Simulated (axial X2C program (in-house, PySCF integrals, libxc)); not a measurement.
**TaC: bond constants with and without spin–orbit coupling**

All values were computed with an in-house all-electron X2C program for linear molecules (integrals from PySCF). Spin-free means the one-electron spin-free X2C Hamiltonian; two-component (2c) means X2C with spin–orbit coupling and atomic mean-field two-electron Coulomb and Gaunt terms, so the difference of the two also holds small scalar two-electron terms. Basis: Ta dyall-cv3z [13s14p9d7f4g], C dyall-v3z [7s6p2d1f] (cores contracted in-house); Gaussian nuclei, density fitting, unrestricted open shells. Masses: Ta 180.948 u, C 12.000 u.

Input file and command:
```json
{"zs": [73, 6], "q": 0, "bas": ["dyall-cv3z", "dyall-v3z"], "levels": ["PBE0", "HF", "TPSS"], "cc": true, "r0": 1.93, "thr": -2.0, "nmax": 110, "npts": 10, "nst": 2, "ntry": 8}
```
```bash
python so2c.py task.json out
```

Keys: zs atomic numbers; q charge; bas basis sets; levels methods; cc coupled cluster on or off; r0 starting distance in Å; thr threshold in hartree for freezing inner shells (an s shell follows its p shell); nmax most natural virtual spinors; npts points on the curve; nst determinants followed; ntry starts of the search. HF also brings MP2.

State, spin-free: M_S = 3/2, Λ = 2 (beyond evenly filled blocks: 2 × σα, δ+α); electrons by block: σα: 16, σβ: 14, π+α: 8, π+β: 8, π-α: 8, π-β: 8, δ+α: 4, δ+β: 3, δ-α: 3, δ-β: 3, φ+α: 1, φ+β: 1, φ-α: 1, φ-β: 1. Fragments: Ta + C.

State, 2c: Ω = 1/2 (⟨Sz⟩ = -1.49, ⟨Lz⟩ = 1.99 at TPSS); electrons by block: 1/2: 22, -1/2: 24, 3/2: 12, -3/2: 11, 5/2: 4, -5/2: 4, 7/2: 1, -7/2: 1. Fragments: Ta + C.

| Hamiltonian | level | Re (Å) | ωe (cm⁻¹) | ωexe (cm⁻¹) | αe (cm⁻¹) | De (eV) | D0 (eV) | μ (D) |
| --- | --- | --- | --- | --- | --- | --- | --- | --- |
| spin-free | PBE0 | 1.754 | 1022.1 | 4.37 | 0.00233 | 5.08 | 5.02 | -4.12 |
| spin-free | TPSS | 1.770 | 986.0 | 3.89 | 0.00237 | 5.41 | 5.35 | -3.94 |
| 2c | TPSS | 1.770 | 982.5 | 3.98 | 0.00241 | n/a | n/a | -3.95 |

Dipoles are positive if C is the positive end.

Dissociation energies refer to the lowest single-determinant-based atoms at the same level and basis. De is not given where an atomic determinant may have missed its ground term or J level, or where the truncated virtual space spoils (T). Density functionals use the spin component along the axis (collinear). The functionals have no current-density term, which raises determinants with orbital currents, atoms included. The state is one determinant with fixed occupations, lowest in a PBE0 search at one distance only: followed along the bond, the spin-free determinant M_S = 1/2, Λ = 0 reaches 0.25 eV lower at PBE0, at Re = 1.723 Å, so the state shown is not the lowest. With several unpaired electrons one determinant need not be a pure state. At some level and bond length an empty orbital lies below a filled one. The determinant is spin-polarised beyond a pure state at some levels (its spin-free form has ⟨S²⟩ too high), which makes Re and μ there less reliable.

No reliable constants came from CCSD (2c), CCSD (spin-free), CCSD(T) (2c), CCSD(T) (spin-free), HF (2c), HF (spin-free), MP2 (2c), MP2 (spin-free), PBE0 (2c): no minimum in range, unconverged points, a curve that is not smooth, a change of character along it, or the two Hamiltonians disagreeing along it.

Rough cost a point (2c) on 1 thread(s) of a shared host, integrals apart: TPSS 1.1 s.

The whole task took 9.9 min on 1 thread of Arm Neoverse V1, with other jobs on the host.
